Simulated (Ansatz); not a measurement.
Geometry optimisation, Ansatz 0.2.0, RKS PBE/def2-SVP.

The input (input.yaml):

```yaml
crystal:
  periodic: [false, false, false]
  atoms:
    - { symbol: Ge, position_ang: [0.773424, 0.260876, -0.516145] }
    - { symbol: F, position_ang: [0.289534, 0.901658, 2.27546] }
    - { symbol: Cl, position_ang: [0.741401, 0.434781, -2.630016] }
    - { symbol: F, position_ang: [-0.808381, 0.831411, 0.121158] }
    - { symbol: F, position_ang: [0.794321, -1.416093, -0.070761] }
    - { symbol: O, position_ang: [1.852402, 1.303097, 0.365522] }
    - { symbol: Al, position_ang: [2.243396, 1.233688, 2.125235] }
    - { symbol: H, position_ang: [2.881258, -0.120471, 2.664663] }
    - { symbol: H, position_ang: [2.486102, 2.683741, 2.732701] }
    - { symbol: H, position_ang: [-0.104357, 1.112211, 1.425284] }
basis:
  gaussian: { orbitals: def2-SVP }
hamiltonian:
  xc: pbe
relax:
  f_tol: 0.03
  max_steps: 50
```

Run as:

```bash
$ ansatz run input.yaml --threads 4 --pin off --max-ram 5120MiB --backend cpu --events-out ev --progress --plain --runs-dir out
```

Question: Where does it end, and by what steps?

Answer: The run converged. After 13 steps the energy has fallen by 0.382 eV; F5 moved furthest, 0.70 Å.

```json
{"step": "0", "energy less start (eV)": "0.0000", "largest force component (eV/Å)": "1.805", "accepted": "yes"}
{"step": "1", "energy less start (eV)": "-0.2302", "largest force component (eV/Å)": "0.404", "accepted": "yes"}
{"step": "2", "energy less start (eV)": "-0.2824", "largest force component (eV/Å)": "0.510", "accepted": "yes"}
{"step": "3", "energy less start (eV)": "-0.3250", "largest force component (eV/Å)": "0.424", "accepted": "yes"}
{"step": "4", "energy less start (eV)": "-0.3499", "largest force component (eV/Å)": "0.163", "accepted": "yes"}
{"step": "5", "energy less start (eV)": "-0.3319", "largest force component (eV/Å)": "0.498", "accepted": "no"}
{"step": "6", "energy less start (eV)": "-0.3660", "largest force component (eV/Å)": "0.094", "accepted": "yes"}
{"step": "7", "energy less start (eV)": "-0.3716", "largest force component (eV/Å)": "0.171", "accepted": "yes"}
{"step": "8", "energy less start (eV)": "-0.3759", "largest force component (eV/Å)": "0.152", "accepted": "yes"}
{"step": "9", "energy less start (eV)": "-0.3788", "largest force component (eV/Å)": "0.149", "accepted": "yes"}
{"step": "10", "energy less start (eV)": "-0.3806", "largest force component (eV/Å)": "0.102", "accepted": "yes"}
{"step": "11", "energy less start (eV)": "-0.3810", "largest force component (eV/Å)": "0.039", "accepted": "yes"}
{"step": "12", "energy less start (eV)": "-0.3814", "largest force component (eV/Å)": "0.051", "accepted": "yes"}
{"step": "13", "energy less start (eV)": "-0.3817", "largest force component (eV/Å)": "0.028", "accepted": "yes"}
```

```xyz
10
Properties=species:S:1:pos:R:3
Ge 0.881 0.117 -0.583
F 0.237 1.389 2.365
Cl 0.555 0.993 -2.490
F -0.652 0.403 0.381
F 0.869 -1.607 -0.742
O 2.104 0.769 0.413
Al 2.186 1.286 2.151
H 2.579 0.087 3.126
H 2.651 2.801 2.298
H -0.260 0.985 1.575
```

Run time: 27 s on 4 threads of Arm Neoverse V2 (shared host), peak memory 0.22 GiB.
